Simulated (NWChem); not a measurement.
Molecule: CH4BClOS; SMILES COB(S)Cl

```xyz
9

B     -0.1317    -0.1521     0.0685
Cl    -0.3559    -1.9019     0.3159
O     -1.2077     0.6313     0.2443
C     -1.1859     2.0500     0.0824
H     -0.9035     2.3193    -0.9412
H     -2.1946     2.4129     0.2879
H     -0.4832     2.5098     0.7859
S      1.4961     0.5436    -0.4045
H      2.1699    -0.6220    -0.4401
```
Atoms are numbered in this order, from 1.

All runs use the structure optimised with B3LYP/6-31G* (spherical d).

Give the principal values of the shielding tensors (ppm) of B1, Cl2, O3, C4, S8 from B3LYP/6-311G** (spherical d), GIAO (NWChem), with their diamagnetic and paramagnetic parts as GIAO splits them.


| atom | σ11 | σ22 | σ33 | isotropic | diamagnetic | paramagnetic |
|---|---|---|---|---|---|---|
| B1 | 37.4 | 68.9 | 79.8 | 62.0 | 200.5 | -138.5 |
| Cl2 | 588.8 | 757.5 | 987.6 | 778.0 | 1148.2 | -370.2 |
| O3 | -22.5 | 205.8 | 323.7 | 169.0 | 387.1 | -218.1 |
| C4 | 98.0 | 99.9 | 182.4 | 126.8 | 248.2 | -121.4 |
| S8 | 465.3 | 522.7 | 698.1 | 562.0 | 1056.2 | -494.2 |
